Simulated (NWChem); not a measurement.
CH5O3Sb; SMILES C[O][Sb]([OH])[OH]

```xyz
10

Sb    -0.0067     0.4882     0.3589
O      1.4521     0.5514    -0.9656
H      1.0825     0.3279    -1.8327
O     -1.3025     0.5073    -1.1564
H     -2.2054     0.2869    -0.8970
O     -0.0769    -1.4638     0.6868
C      0.0842    -2.3844    -0.3599
H      1.1160    -2.3858    -0.7565
H     -0.1339    -3.3937     0.0259
H     -0.6028    -2.1846    -1.2033
```
Atoms are numbered in this order, from 1.

Coordinates come from a PBE0/def2-SVP optimisation. Not confirmed as a minimum by frequencies. B3LYP is NWChem's, with the RPA form of VWN correlation. def2 effective core potentials on Sb; no spin-orbit coupling.

Question: List the 6 lowest vertical singlet excitations from B3LYP/def2-SVP with def2 effective core potentials on Sb, full TDDFT (NWChem).

Answer: 
```csv
state,energy (eV),oscillator strength,leading excitation (squared amplitude)
S1,5.56,0.020,HOMO−1 → LUMO (0.68)
S2,5.60,0.017,HOMO → LUMO (0.66)
S3,5.86,0.003,HOMO → LUMO+1 (0.90)
S4,6.07,0.008,HOMO−2 → LUMO (0.47)
S5,6.36,0.062,HOMO−1 → LUMO+1 (0.67)
S6,6.40,0.040,HOMO−3 → LUMO (0.49)
```
